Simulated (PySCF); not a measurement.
C7H10OSi, SMILES COc1ccc([SiH3])cc1, singlet (GFN2-xTB optimised geometry):

```
19

C      3.127     1.346     0.001
O      2.455     0.111     0.000
C      1.092     0.111     0.000
C      0.483    -1.146     0.001
C     -0.889    -1.253     0.002
C     -1.710    -0.124     0.004
Si    -3.584    -0.301     0.007
C     -1.086     1.117     0.002
C      0.292     1.247     0.000
H      4.189     1.104     0.001
H      2.891     1.932     0.896
H      2.891     1.934    -0.891
H      1.116    -2.020     0.000
H     -1.340    -2.235     0.004
H     -3.999    -1.094     1.167
H     -4.189     1.031     0.073
H     -4.017    -0.980    -1.219
H     -1.690     2.013     0.002
H      0.727     2.235    -0.001
```

Level of theory: PySCF 2.14.0 with PBE0/def2-SVP.

Task: What are the frontier orbital energies and the dipole moment?

Result: HOMO-2 -8.91 eV, HOMO-1 -7.41 eV, HOMO -6.50 eV, LUMO -0.16 eV, LUMO+1 -0.12 eV; dipole moment 1.93 D.

Meta-Löwdin charges at PBE0/def2-SVP: C1 -0.09, O2 -0.33, C3 0.21, C4 -0.14, C5 -0.09, C6 -0.24, Si7 0.47, C8 -0.09, C9 -0.18, H10 0.12, H11 0.10, H12 0.10, H13 0.12, H14 0.10, H15 -0.10, H16 -0.10, H17 -0.10, H18 0.10, H19 0.11.
